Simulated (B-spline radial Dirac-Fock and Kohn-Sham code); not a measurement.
## Zn²⁵⁺: non-radiative channels of the K vacancy

System: Zn²⁵⁺, configuration [He] 2s2 2p1.

These are calculated numbers from a radial B-spline solver; the model is a relativistic independent-particle model: LDA orbitals of the hole state, radiative multipoles to third order, Auger rates from the Coulomb interaction with a continuum orbital, Dirac-Fock energies. Kinetic energies are configuration averages from the vacuum level; the two-hole energies are estimated from single-hole states.

```csv
transition,kinetic energy (eV),width (meV),share (%)
K-L1L1,6149.2,68.1,64.3
K-L1L2,6206.9,13.6,12.8
K-L1L3,6236.2,24.1,22.8
```

For K holes below about Z = 40 intermediate coupling redistributes the KLL shares among these jj groups. The listed channels hold 100 % of the non-radiative rate. Summed by principal shells, of 0.106 eV in all: KLL 100.0 %.
